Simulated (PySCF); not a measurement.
Computed IR spectrum (relative IR intensity) of a molecule C2H9NSi3. The structure is a stationary point at ωB97X-D3(BJ)/def2-SVP. The values are those of a single conformer. These are ωB97X-D3(BJ)/def2-SVP (PySCF) values and carry that method's errors. Frequencies are harmonic and unscaled.

Lines under 2 % of the strongest are left out, and lines within 2 cm⁻¹ are merged.

ν (cm⁻¹): 167 (vw), 368 (w), 431 (vw), 500 (w), 516 (vw), 547 (vw), 641 (w), 777 (s), 812 (vs), 833 (s), 897 (s), 935 (s), 944 (m), 951 (m), 957 (m), 959 (s), 961 (m), 1033 (w), 1038 (m), 1233 (w), 2244 (m), 2251 (w), 2255 (m), 2257 (s), 2269 (m), 2274 (m), 2277 (s), 2285 (m), 2410 (m) (against the strongest line: vs over 80 %, s over 45 %, m over 15 %, w over 4 %, vw less)

Problem. Pick the molecule that these values belong to.
A) N#C[C@H]([SiH3])[SiH2][SiH3]
B) [SiH3]N1C=C[Si@@H]1[SiH3]
C) [SiH3][Si@H]1C=NC[SiH2]1
D) [SiH3][SiH2]N1C=C[SiH2]1

Solution. A, N#C[C@H]([SiH3])[SiH2][SiH3]
